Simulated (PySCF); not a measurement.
A calculated (B3LYP, PySCF 2.14, pcseg-2, the non-relativistic Hamiltonian (point nucleus)) atom or ion has these occupied shells.

| shell | electrons | orbital energy (eV) | rms radius, mean of both spins (bohr) |
| --- | --- | --- | --- |
| 1s α | 1 | -2431.0 | 0.113 |
| 1s β | 1 | -2430.5 | 0.113 |
| 2s α | 1 | -229.05 | 0.524 |
| 2s β | 1 | -228.53 | 0.524 |
| 2p α | 3 | -173.66 | 0.495 |
| 2p β | 3 | -172.87 | 0.495 |
| 3s α | 1 | -30.640 | 1.78 |
| 3s β | 1 | -26.647 | 1.78 |
| 3p α | 3 | -19.021 | 2.03 |

Q: Name the element and its charge.

A: S+ (sulfur, charge +1), in [Ne] 3s2 3p3, high-spin 4S determinant.
